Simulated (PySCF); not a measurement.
C5H6F2.
Atom-mapped SMILES: `[CH2:1]=[CH:2][C@H:3]([F:4])[C:5](=[CH2:6])[F:7]` (hydrogens: H8, H9 on C1; H10 on C2; H11 on C3; H12, H13 on C6)

Theory: PBE0-D3(BJ)/def2-SVP geometry optimisation, gas phase (PySCF 2.14.0).

Q: Give the optimised bond lengths and angles.

A: 
```
  bond  length (Å)
 C1=C2       1.331
 C2–C3       1.497
 C3–F4       1.374
 C3–C5       1.505
 C5=C6       1.326
 C5–F7       1.334
 C1–H8       1.093
 C1–H9       1.095
C2–H10       1.096
C3–H11       1.106
C6–H12       1.091
C6–H13       1.089
```

A selection of angles:
```
     angle  degrees
  C2–C1–H8    121.7
  C2–C1–H9    121.3
  H8–C1–H9    117.0
  C1–C2–C3    123.8
 C1–C2–H10    121.3
 C3–C2–H10    114.9
  C2–C3–F4    109.9
  C2–C3–C5    111.5
 C2–C3–H11    109.7
  F4–C3–C5    108.7
 F4–C3–H11    108.7
 C5–C3–H11    108.2
  C3–C5–C6    126.5
  C3–C5–F7    111.2
  C6–C5–F7    122.3
 C5–C6–H12    120.7
 C5–C6–H13    119.1
H12–C6–H13    120.1
```

Torsions: C1–C2–C3–F4 -130° (anticlinal); C2–C3–C5–C6 116° (anticlinal).

Of the pairs four or more bonds apart, F4···H13 is among the closest relative to their van der Waals radii: 2.41 Å, 90 % of the sum of Bondi's values. The 2 C–F bonds span 1.334 Å (C5–F7, drawn single) to 1.374 Å (C3–F4, drawn single), a spread of 0.040 Å. The 4 C–C bonds span 1.326 Å (C5=C6, drawn double) to 1.505 Å (C3–C5, drawn single), a spread of 0.179 Å.

Point group: C1 (no symmetry element, even within 0.4 Å). No PBE0-D3(BJ)/def2-SVP frequencies stand behind this structure, so it isn't proved a minimum. One conformer, not necessarily the lowest.

On Arm Neoverse V2, one thread, on a shared host, this took 57 s wall and 0.50 GiB of memory at its peak. That covers the optimisation of the geometry.
